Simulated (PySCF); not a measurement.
Screening by computed properties: pick the candidate that meets the target.

Species are written as SMILES; each is one conformer at its optimised geometry, gas phase, non-relativistic unless stated. Electronic properties by PySCF.

Dipoles, sizes and rotational constants follow the conformer. The torsions of the flexible species, by atom-mapped SMILES:
- `[O:1]=[C:2]=[N:3][c:4]1[cH:5][cH:6][cH:7][c:8]([F:9])[cH:10]1`: C2–N3–C4–C5 0°
- `[CH2:1]=[N:2][SiH2:3][Si@@H:4]([C:5]#[N:6])[O:7][CH3:8]`: C1–N2–Si3–Si4 -117°, N2–Si3–Si4–C5 64°, Si3–Si4–O7–C8 -175°
- `[F:1][Si@@H:2]([CH2:3][SiH3:4])[SiH2:5][PH2:6]`: F1–Si2–C3–Si4 -46°, F1–Si2–Si5–P6 -176°, H–P6–Si5–Si2 74°, H–P6–Si5–Si2 167°
- `[cH:1]1[cH:2][o:3][c:4]([SiH:5]2[CH2:6][CH2:7]2)[cH:8]1`: O3–C4–Si5–C6 154°
- `[O:1]=[C:2]=[P:3][c:4]1[cH:5][cH:6][cH:7][s:8]1`: C2–P3–C4–C5 180°
- `[H]/[N:8]=[CH:7]\[CH2:6][O:5][Si@H:3]([C:2]#[N:1])[SiH3:4]`: C2–Si3–O5–C6 -53°, Si3–O5–C6–C7 -178°, O5–C6–C7–N8 1°
- `[O:1]=[C:2]=[P:3][c:4]1[cH:5][cH:6][s:7][cH:8]1`: C2–P3–C4–C5 1°
- `[O:1]=[C:2]=[N:3][c:4]1[cH:5][cH:6][c:7]([F:8])[cH:9][cH:10]1`: C2–N3–C4–C5 179°

Problem. Wanted: static isotropic polarisability between 60 au and 97 au (B3LYP/def2-SVPD) and smallest rotational constant above 0.96 GHz (GFN2-xTB), at GFN2-xTB geometries. Which candidate meets both?
A. `O=C=Nc1cccc(F)c1`
B. `C#CC(F)(F)F`
C. `Cl[C@@H]1C=CO[SiH2]1`
D. `C=N[SiH2][Si@@H](C#N)OC`
E. `F[Si@@H](C[SiH3])[SiH2]P`
F. `[SiH3][SiH]([SiH3])[SiH3]`
G. `c1coc([SiH]2CC2)c1`

Solution. C. Computed values:
```csv
species,static isotropic polarisability,smallest rotational constant
C#CC(F)(F)F,37.1 au,2.873 GHz
Cl[C@@H]1C=CO[SiH2]1,75.0 au,1.464 GHz
O=C=Nc1cccc(F)c1,93.1 au,0.601 GHz
c1coc([SiH]2CC2)c1,100.9 au,0.908 GHz
C=N[SiH2][Si@@H](C#N)OC,105.2 au,0.666 GHz
[SiH3][SiH]([SiH3])[SiH3],122.7 au,1.012 GHz
F[Si@@H](C[SiH3])[SiH2]P,124.2 au,0.532 GHz
```

Problem. Wanted: HOMO energy below -8.7 eV (B3LYP/def2-SVPD) and HOMO–LUMO gap above 6.2 eV (B3LYP/def2-SVPD), at GFN2-xTB geometries. Which candidate meets both?
A. `Cl[C@@H]1C=CO[SiH2]1`
B. `F[Si@@H](C[SiH3])[SiH2]P`
C. `O=C=Pc1cccs1`
D. `[H]/N=C\CO[Si@@H]([SiH3])C#N`
E. `O=C=NC1=CC=CC(F)=C1`
F. `[SiH3][SiH]([SiH3])[SiH3]`
G. `C#CC(F)(F)F`

Solution. G. Computed values:
```
                     species  HOMO energy  HOMO–LUMO gap
                 C#CC(F)(F)F     -9.21 eV        8.48 eV
   [SiH3][SiH]([SiH3])[SiH3]     -8.09 eV        7.50 eV
[H]/N=C\CO[Si@@H]([SiH3])C#N     -7.52 eV        5.88 eV
    F[Si@@H](C[SiH3])[SiH2]P     -7.37 eV        6.37 eV
         O=C=NC1=CC=CC(F)=C1     -7.01 eV        5.75 eV
        Cl[C@@H]1C=CO[SiH2]1     -6.86 eV        6.13 eV
                O=C=Pc1cccs1     -6.00 eV        3.59 eV
```

Problem. Wanted: dipole moment below 1.2 D (B3LYP/def2-SVPD) and lowest triplet excitation (Tamm–Dancoff) below 5.2 eV (TDA B3LYP/def2-SVPD), at GFN2-xTB geometries. Which candidate meets both?
A. `c1coc([SiH]2CC2)c1`
B. `O=C=PC1=CSC=C1`
C. `C#CC(F)(F)F`
D. `O=C=Nc1cccc(F)c1`
E. `F[Si@@H](C[SiH3])[SiH2]P`
F. `[SiH]([SiH3])([SiH3])[SiH3]`

Solution. A. Computed values:
```csv
species,dipole moment,lowest triplet excitation (Tamm–Dancoff)
[SiH]([SiH3])([SiH3])[SiH3],0.22 D,5.91 eV
c1coc([SiH]2CC2)c1,0.92 D,3.60 eV
O=C=PC1=CSC=C1,1.39 D,2.14 eV
F[Si@@H](C[SiH3])[SiH2]P,1.67 D,5.16 eV
O=C=Nc1cccc(F)c1,2.01 D,3.86 eV
C#CC(F)(F)F,2.55 D,5.32 eV
```

Problem. Wanted: lowest singlet excitation between 4.4 eV and 5 eV (TDDFT B3LYP/def2-SVPD) and electronic spatial extent ⟨r²⟩ about the centre of nuclear charge above 1600 bohr² (B3LYP/def2-SVPD), at GFN2-xTB geometries. Which candidate meets both?
A. `F[Si@@H](C[SiH3])[SiH2]P`
B. `O=C=PC1=CSC=C1`
C. `O=C=Pc1cccs1`
D. `O=C=NC1=CC=C(F)C=C1`
E. `C#CC(F)(F)F`
F. `N([SiH2][Si@@H](C#N)OC)=C`
G. `O=C=Nc1cccc(F)c1`

Solution. D. Computed values:
| species | lowest singlet excitation | electronic spatial extent ⟨r²⟩ about the centre of nuclear charge |
| --- | --- | --- |
| O=C=Pc1cccs1 | 2.29 eV | 1293 bohr² |
| O=C=PC1=CSC=C1 | 2.46 eV | 1450 bohr² |
| N([SiH2][Si@@H](C#N)OC)=C | 4.00 eV | 1712 bohr² |
| O=C=NC1=CC=C(F)C=C1 | 4.90 eV | 1736 bohr² |
| O=C=Nc1cccc(F)c1 | 5.06 eV | 1670 bohr² |
| F[Si@@H](C[SiH3])[SiH2]P | 5.48 eV | 2062 bohr² |
| C#CC(F)(F)F | 6.56 eV | 470 bohr² |
